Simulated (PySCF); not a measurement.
GeH3, SMILES [GeH3-], charge -1.

Coordinates come from a r2SCAN-D4/def2-TZVPD optimisation.

Level of theory: HF/def2-TZVPD run with PySCF.

The molecule is in vacuum.

Computed frontier levels, gap, dipole moment and polarisability:
* **highest occupied level**: -2.04 eV
* **lowest empty level**: 6.38 eV
* **orbital gap**: 8.42 eV
* **dipole moment about the centre of nuclear charge**: 0.48 D
* **mean static polarisability**: 63.1 bohr³ (9.35 Å³)
* **polarisability, principal values**: 59.9, 59.9, 69.5 bohr³
